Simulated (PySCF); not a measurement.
# UHF on Xe (xenon, neutral)

Configuration: [Xe], closed-shell 1S. Calculation: PySCF 2.14, in cc-pVTZ-PP with ECP28MDF (5s4p3d1f, 39 functions); a scalar-relativistic core potential.

```
Total energy             : -328.298663 hartree
One-electron energy      : -571.6014 hartree
Hartree (Coulomb) energy : 265.9526 hartree
Exchange energy          : -22.6498 hartree
⟨S²⟩                     : 0.0000
⟨L²⟩                     : 0.000
Sum of ⟨r⟩               : 32.61 bohr
Sum of ⟨r²⟩              : 59.12 bohr²
Time after the integrals : 0.17 s of wall time on 1 thread of Neoverse-N1 (shared host)
```

| shell | electrons | mean orbital energy (hartree) | rms radius, mean of both spins (bohr) |
| --- | --- | --- | --- |
| 4s | 2 | -8.39986 | 0.767 |
| 4p | 6 | -6.13356 | 0.820 |
| 4d | 10 | -2.66391 | 0.936 |
| 5s | 2 | -1.00949 | 2.03 |
| 5p | 6 | -0.45613 | 2.48 |

Energies and moments cover only the electrons outside the core potential.
